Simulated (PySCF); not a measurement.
# Pr³⁺ (praseodymium, charge +3) across methods

[Xe] 4f2, one real determinant. Calculation: PySCF 2.14, in ANO-RCC-VTZP; the spin-free X2C one-electron Hamiltonian (Gaussian nucleus).

| method | E (hartree) | mean ε 5p α (eV) | mean ε 5p β (eV) | mean ε 4f α (eV) | Σ⟨r²⟩ (bohr²) | ⟨S²⟩ |
| --- | --- | --- | --- | --- | --- | --- |
| LDA | -9227.23 | -47.500 | -46.814 | -30.780 | 37.89 | 2.001 |
| PBE0 | -9234.47 | -49.137 | -48.401 | -33.430 | 37.88 | 2.001 |
| r2SCAN | -9234.82 | -47.904 | -47.143 | -31.364 | 37.90 | 2.002 |
| PBE | -9234.45 | -47.301 | -46.612 | -30.815 | 37.91 | 2.001 |
| UHF | -9231.41548 | -53.386 | -52.400 | -40.461 | 38.04 | 2.002 |

⟨L²⟩ = 24.01 against 30 for a pure H term, so this real determinant mixes terms. Spin-orbit coupling, absent here, splits the open shell strongly.
